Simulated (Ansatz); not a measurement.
```xyz
2

Li    0.0000    0.0000   -1.2409
F     0.0000    0.0000    0.4136
```

Basis set: cc-pVDZ (spherical functions). Left uncorrelated: 1 orbital. Charge 0, multiplicity 1.

Computed with Ansatz (development build ahead of 0.2.0); each method stands on the lowest determinant of its kind that the runs found. Restricted open shells among the atoms or ions are ROHF, correlated in semicanonical orbitals with singles.

The atomization energy at this shape (free ground-state atoms in the same class of orbitals less the molecule, no zero-point energy) of singlet LiF:

```tsv
method	atomization energy
RHF-MP2	5.53 eV
```

(1) What does RHF give?

Results:

(1) 3.80 eV.
